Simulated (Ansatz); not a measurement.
CHClFGeN (SMILES N#[C][GeH]([F])[Cl]): methods side by side

CHClFGeN: 6 atoms, total charge 0, spin state singlet. As SMILES, `N#[C][GeH]([F])[Cl]`. The coordinates come from a PBE0-D4/def2-TZVP relaxation.

Each level gives the electronic atomisation energy (eV). The values are calculated. Electronic energies at fixed atoms, without zero-point motion or spin-orbit coupling.

```tsv
level	kind	program	value (eV)	less CCSD(T)/cc-pVDZ
HF/cc-pVDZ	Hartree–Fock	Ansatz	14.81	-6.44
revPBE/cc-pVDZ	GGA	Ansatz	22.79	+1.54
r2SCAN/cc-pVDZ	meta-GGA	Ansatz	23.00	+1.75
B3LYP/cc-pVDZ	global hybrid	Ansatz	22.61	+1.36
HSE06/cc-pVDZ	range-separated hybrid	Ansatz	22.87	+1.62
wB97M-V/cc-pVDZ	range-separated hybrid	Ansatz	23.21	+1.96
PBE-QIDH/cc-pVDZ	double hybrid	Ansatz	22.38	+1.13
RPA@PBE/cc-pVDZ	RPA	Ansatz	19.86	-1.39
MP2/cc-pVDZ	perturbation theory	Ansatz	22.32	+1.07
CCSD(T)/cc-pVDZ	coupled cluster or CI	Ansatz	21.25	0.00
```

Differences are taken from CCSD(T)/cc-pVDZ for orientation; it has basis-set and higher-order errors of its own. All-electron rows without a relativistic Hamiltonian named are non-relativistic. Correlated wave functions underbind in double-zeta sets. The values span 14.81 to 23.21 eV. In the correlated wave-function rows the outer d shell of Ge is correlated, in sets not made for it.
